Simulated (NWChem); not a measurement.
# H4PO4 cation; SMILES O=P([OH2+])(O)O

```xyz
9

O      1.5612    -0.4392    -0.0540
P      0.2316     0.1473    -0.0146
O     -0.3858     0.8800     1.2194
O     -0.4761     0.8765    -1.1965
O     -0.8593    -1.3528     0.0098
H      0.1507     0.8897     2.0307
H     -0.1033     0.7376    -2.0842
H     -0.4357    -2.2121     0.1971
H     -1.8064    -1.3407     0.2459
```
Atoms are numbered in this order, from 1.

Results from NWChem. Geometry: optimised at PBE0/def2-SVP. Vertical excitations in the gas phase; the lowest state need not have the same character in each row.

| level | lowest excitation, singlet (eV) | oscillator strength of that lowest state | lowest state with f > 0.02, singlet (eV) | oscillator strength of that bright state | orbital gap (eV) |
|---|---|---|---|---|---|
| PBE/def2-SVP, full TDDFT | 6.62 | 0.010 | 6.97 | 0.024 | 6.50 |
| B3LYP/def2-SVP, full TDDFT | 7.38 | 0.016 | 7.67 | 0.032 | 8.52 |
| Hartree-Fock/def2-SVP, TDHF | 9.96 | 0.062 | 9.96 | 0.062 | 17.10 |
| LRC-wPBEh/def2-SVP, full TDDFT | 8.06 | 0.024 | 8.06 | 0.024 | 12.89 |
